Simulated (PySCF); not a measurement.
Species: C7H7Cl (charge -1 and doublet state).
Structure used (GFN2-xTB), in Å, numbered top down from 1:
```xyz
15
C7H7Cl angstrom
C     -0.446   -0.004   -1.860
C     -0.234   -0.009   -0.360
C     -0.523   -1.242    0.438
C      0.685   -1.235    1.067
C      1.157    0.008    0.368
C      0.697    1.242    1.097
C     -0.487    1.292    0.397
Cl    -2.130    1.727    1.108
H      0.004    0.884   -2.303
H     -1.513   -0.002   -2.087
H      0.003   -0.890   -2.312
H     -1.451   -1.769    0.605
H      1.054   -1.708    1.968
H      2.119    0.017   -0.155
H      1.060    1.695    2.005
```

Identity: `C[C@@]12[CH-][CH][C@@H]1C=C2Cl` [radical] (charge -1).

Theory: UKS B3LYP, pcH-1 on C Cl H, non-relativistic, mean-field spin-orbit, GIAO in PySCF. Whether the extra electron is bound in the gas phase wasn't checked; a finite basis holds it in any case. Couplings are sensitive to structure, and on GFN2-xTB geometries they can be far from those on DFT ones, by a factor of two or more for some ions and for spin on atoms past the first row. The SCF solution wasn't tested for stability.

Principal values of hyperfine tensors in MHz (contact, dipolar and spin–orbit terms together), for some of the nuclei:

| atom | isotope | A1 | A2 | A3 |
| --- | --- | --- | --- | --- |
| C7 | 13C | 320.49 | 327.16 | 399.85 |
| C6 | 13C | 62.41 | 65.32 | 134.65 |
| C4 | 13C | 67.14 | 69.98 | 104.33 |
| C1 | 13C | 46.20 | 46.58 | 49.20 |
| C3 | 13C | 16.68 | 17.72 | 58.39 |
| H14 | 1H | 21.27 | 23.33 | 26.26 |
| H15 | 1H | -34.30 | -21.51 | -8.06 |
| C5 | 13C | -14.05 | -11.94 | -10.84 |

Task: Split each tensor into its isotropic and traceless parts, and turn a_iso into mT with g = 2.0040.

Result: a_iso is a third of the trace, T = A − a_iso, and a(mT) = a(MHz)/(g × 13.996). The tensors hold a spin–orbit part: the run splits a_iso into a_FC + a_SO, and T includes its anisotropic share.

```tsv
atom	a_iso (MHz)	a_FC	a_SO	a_iso (mT)	T1	T2	T3
C7	349.16	349.07	0.10	12.448	-28.68	-22.01	50.68
C6	87.46	87.43	0.04	3.118	-25.05	-22.14	47.19
C4	80.48	80.50	-0.01	2.869	-13.34	-10.51	23.84
C1	47.33	47.33	0.00	1.687	-1.13	-0.75	1.87
C3	30.93	30.95	-0.02	1.103	-14.25	-13.21	27.46
H14	23.62	23.62	0.00	0.842	-2.35	-0.29	2.64
H15	-21.29	-21.32	0.03	-0.759	-13.01	-0.22	13.23
C5	-12.28	-12.28	0.01	-0.438	-1.78	0.34	1.44
```

Task: What spin density at the nucleus of C3 lies behind its contact coupling (g_N = 1.40482)?

Result: a_FC = (2μ0/3) gₑ μB g_N μN ρ(0)/(2S·h) = 800.24 MHz × g_N × ρ(0)/(2S), with ρ in bohr⁻³. With a_FC = 30.95 MHz and 2S = 1, ρ(0) = 0.02753 bohr⁻³.

Task: Cl8 (35Cl, g_N = 0.54792) isn't in the table. Its spin density at the nucleus is 0.1459 bohr⁻³. What is its contact coupling?

Result: By the same relation, a_FC = 64.0 MHz. Its full tensor has the principal values 46.31, 49.17, 96.49 MHz.

Task: Name the largest traceless tensor T of the table and describe it.

Result: C7: -28.7, -22.0, 50.7 MHz (the dipolar term alone has -28.5, -22.2, 50.8), rhombic: the two smaller values differ by 13 % of the largest.

Task: What first-order splitting does C7 cause when the field lies along A1, A2 or A3 of its tensor (g taken as isotropic, no quadrupole term)?

Result: 2 lines (I = 1/2), spaced by |A_i|/(g × 13.996): 11.43, 11.66, 14.26 mT along the axes of A1, A2 and A3.

The SMILES draws the unpaired electron on C4; the largest computed Mulliken spin population is on C6 (0.32 against 0.15).
